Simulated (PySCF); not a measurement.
**Radial density of Ge²⁺ (germanium, charge +2)**

UHF, [Ar] 3d10 4s2, closed-shell 1S. All numbers are calculated (PySCF 2.14, scalar relativity by spin-free X2C-1e, in aug-cc-pVTZ-DK (7s6p4d2f, 59 functions)).

```csv
r (bohr),4πr²ρ (e/bohr)
0.000790,0.2946
0.00133,0.7291
0.00223,1.767
0.00376,4.136
0.00632,9.153
0.0106,18.34
0.0179,30.92
0.0301,39.27
0.0506,34.70
0.0851,33.45
0.143,45.75
0.241,30.02
0.405,25.53
0.681,23.85
1.15,6.112
1.93,1.531
3.24,0.2303
5.45,0.002025
```

Densities and radii are taken from the X2C orbitals without a picture-change correction, which distorts them close to the nucleus.
